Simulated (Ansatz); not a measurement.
SeH2 (H2Se), relaxed as a singlet with RKS PBE-D4/def2-TZVP in Ansatz, starting from the GFN2-xTB geometry. Force threshold 0.02 eV/Å.

Start:

```xyz
3

Se    0.201    0.496   -0.402
H     0.313   -0.935   -0.442
H    -0.515    0.439    0.844
```

```
step  energy (eV)  largest force component (eV/Å)  SCF passes
   1  -65372.1518                           1.362          22
   2  -65372.1889                           0.310          27
   3  -65372.1911                           0.008          27
```

Force components are those of the run's own axes.

End:

Cartesian coordinates in Å:
```
Se 0.208 0.515 -0.417
H 0.319 -0.960 -0.448
H -0.527 0.445 0.865
```

By distances, no bond broke or formed. The bond that changes most is Se1–H2, from 1.44 to 1.48 Å (atoms count from 1).

No frequencies were taken in this run, so the end may be a saddle point.

Hardware: 2 threads of Arm Neoverse N1 on a shared host. Wall time 2.4 s.
